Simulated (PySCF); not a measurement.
The dipole of `[SiH3]S[SiH2]CC=C` from its density and from atomic charges.

Coordinates (PBE0-D3(BJ)/def2-SVP, Å) and charges (e) from the PBE0/pcSseg-1 density (PySCF):

```csv
atom,x,y,z,Mulliken,IAO,Hirshfeld,ESP-fitted
C1,-3.156,0.047,0.638,-0.1670,-0.3230,-0.1060,-0.4902
C2,-2.212,-0.721,0.087,-0.2624,-0.1274,-0.0371,-0.1040
C3,-0.971,-1.193,0.771,-0.4784,-0.5333,-0.1523,-0.2828
Si4,0.503,-0.142,0.236,+0.5897,+0.6930,+0.3125,+0.3813
S5,2.267,-1.018,1.119,-0.5284,-0.4269,-0.1766,-0.3682
Si6,3.732,0.411,0.469,+0.4263,+0.5209,+0.2887,+0.3367
H7,-4.024,0.380,0.065,+0.1251,+0.1510,+0.0471,+0.1945
H8,-3.095,0.365,1.684,+0.1159,+0.1415,+0.0448,+0.2084
H9,-2.318,-1.009,-0.967,+0.1220,+0.1432,+0.0461,+0.1527
H10,-0.746,-2.244,0.524,+0.1701,+0.1617,+0.0489,+0.1391
H11,-1.057,-1.118,1.867,+0.1609,+0.1576,+0.0489,+0.1459
H12,0.624,-0.130,-1.254,-0.0536,-0.1219,-0.0780,-0.0771
H13,0.337,1.265,0.707,-0.0464,-0.1179,-0.0763,-0.0597
H14,3.837,0.441,-1.021,-0.0578,-0.1136,-0.0727,-0.0705
H15,3.392,1.783,0.950,-0.0581,-0.1128,-0.0721,-0.0746
H16,5.030,-0.028,1.056,-0.0578,-0.0920,-0.0660,-0.0314
```

Q: Compute μ = Σ q r for each scheme (1 e·Å = 4.803 D) and compare with the dipole of the full density.

A: The full density gives (-0.58, 0.68, -0.58) D, 1.06 D in size; dipole vectors point from the negative to the positive end.

```tsv
scheme	μx	μy	μz	size (D)	share of the full size (%)	angle to the full dipole (°)
Mulliken	0.29	2.92	-1.43	3.26	307	40
IAO	0.39	1.47	-1.10	1.88	176	45
Hirshfeld	-0.26	0.17	-0.22	0.38	36	14
ESP-fitted	-0.60	0.67	-0.58	1.07	100	1
```

Q: Which set comes closest?

A: Length of the difference vector: ESP-fitted 0.02 D, Hirshfeld 0.70 D, IAO 1.36 D, Mulliken 2.55 D. Closest: ESP-fitted. The schemes that divide the density aren't constrained to reproduce the dipole.

Q: What is left for the Hirshfeld atoms' own dipoles?

A: The Hirshfeld atoms' densities add up to the full density, so μ = Σ q r + Σ (atomic dipoles). The atomic dipoles sum to (-0.58, 0.68, -0.58) − (-0.26, 0.17, -0.22) = (-0.32, 0.51, -0.36) D, 0.70 D in size.

Q: With the origin at the mean of the coordinates, (0.134, -0.182, 0.433) Å, which are the largest single terms, by size, of the Mulliken dipole along the direction of the full one?

A: S5 +5.25, Si6 -3.28, H7 +1.70, C1 -1.47, C2 -1.41 D; all 16 atoms together +2.48 D. The single terms depend on the origin, their sum doesn't.

Q: Give the size of the full dipole in other units.

A: 1.06 D = 0.419 au = 0.222 e·Å = 3.55 × 10⁻³⁰ C·m.

Geometry: PBE0-D3(BJ)/def2-SVP, one conformer, isolated molecule.

The run behind these numbers computed NMR shieldings as well. The run took 22 s wall on one thread, Arm Neoverse V1, no GPU (shared host).

Shape of the structure used: `[CH2:1]=[CH:2][CH2:3][SiH2:4][S:5][SiH3:6]`: C1–C2–C3–Si4 -101°, C2–C3–Si4–S5 -174°, C3–Si4–S5–Si6 -177°.
